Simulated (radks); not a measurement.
The numbers below are computed, except where a source is named.
Valence configurations of Ne III (all share [He]). Level of theory: Dirac Kohn-Sham, BLYP, spin-unpolarised, spherical densities, point nucleus; open shells are shared between the two j in proportion to 2j + 1 (a radial shooting solver on a logarithmic mesh with Libxc functionals). Energies are relative to 2s2 2p4; eigenvalues in eV.

| valence | E (eV) | e(2p1/2) | e(2p3/2) | e(2s1/2) |
|---|---|---|---|---|
| 2s2 2p4 | 0.000 | -54.948 | -54.811 | -77.991 |
| 2s1.5 2p4.5 | 11.581 | -54.805 | -54.669 | -77.904 |
| 2s1 2p5 | 23.190 | -54.673 | -54.538 | -77.829 |
| 2s0.5 2p5.5 | 34.827 | -54.553 | -54.419 | -77.765 |
| 2p6 | 46.491 | -54.444 | -54.311 | - |

NIST lists [He] 2s2 2p4 as the ground configuration; this level of theory agrees among the configurations tried. The energies are those of spherical spin-averaged densities, not of single terms.
